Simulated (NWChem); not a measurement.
## Correlation energy of AlCl

```xyz
2

Al     0.0000     0.0000    -1.2166
Cl     0.0000     0.0000     0.9303
```
Charge 0, spin multiplicity 1.

The numbers come from NWChem runs, not from measurements. The geometry was optimised at PBE0/def2-SVP, a minimum by its harmonic frequencies.

Basis set: 3-21G. Each correlation energy counts from its own Hartree-Fock reference.

The correlated methods keep 10 core orbitals frozen. The structure started from a generated list of species. Coupled-cluster values serve here as a point of comparison, not as the truth.

Task: Order these methods by the correlation energy they give, lowest first: CCSD(T), CCSD, MP2, SCS-MP2.

Result: CCSD(T) (-89.7 mHa), CCSD (-88.2 mHa), SCS-MP2 (-72.8 mHa), MP2 (-71.0 mHa)
